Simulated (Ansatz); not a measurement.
Two isomers of C3H6AlN: A = `CC1=[C]([AlH2])N1`, B = `N=[CH][Al]1[CH2][CH2]1`.

Isolated molecules relaxed with PBE0-D4/def2-TZVP in Ansatz; ΔE leaves out vibrations. CCSD(T)/CBS is the MP2 limit (def2-TZVPP, def2-QZVPP) plus CCSD(T) − MP2 in def2-TZVPP, frozen cores. Functionals use def2-TZVPP. B3LYP here is the variant with VWN-RPA as its local correlation; programs differ in this. One conformer a species, not always the lowest.

A:

```xyz
11

C    -1.123    0.391    1.536
C    -0.146   -0.158    0.601
C     0.422   -0.257   -0.559
Al    0.718    0.036   -2.411
N     0.865   -1.162    0.659
H    -0.611    0.888    2.366
H    -1.709   -0.427    1.967
H    -1.789    1.101    1.046
H    -0.327    0.944   -3.181
H     1.991   -0.586   -3.113
H     1.708   -0.769    1.088
```

B:

```xyz
11

N     0.0964    3.0232   -0.0816
C    -0.6878    2.0902   -0.4511
Al   -0.3005    0.1714   -0.1648
C     0.8435   -1.1916    0.5104
C    -0.4810   -1.7220   -0.1946
H     0.9351    2.6578    0.3757
H    -1.6055    2.4289   -0.9480
H     0.9069   -1.4174    1.5739
H     1.7672   -1.4842    0.0140
H    -1.1651   -2.2530    0.4650
H    -0.3092   -2.3036   -1.0989
```

Task: Which is lower in electronic energy at CCSD(T)/CBS, and by how much? (Best estimate.)

Result: The calculation gave: B, by 17.0 kcal/mol.

Task: Give E(B) − E(A) in kcal/mol with CCSD/def2-TZVPP, r2SCAN-D4, CCSD(T)/def2-TZVPP, MP2/def2-TZVPP, PBE0-D4, B3LYP-D4, B2PLYP. (An estimate is asked.)

Result: The calculation gave: CCSD/def2-TZVPP -17.8, r2SCAN-D4 -15.8, CCSD(T)/def2-TZVPP -17.6, MP2/def2-TZVPP -15.9, PBE0-D4 -16.5, B3LYP-D4 -15.5, B2PLYP -16.4. None reverses the order clearly.

Largest T1 diagnostic: 0.013.

In def2-TZVPP, CCSD(T) changes the Hartree–Fock value by −3.7 kcal/mol (the triples alone add +0.2 kcal/mol) and MP2 by −2.1 kcal/mol.
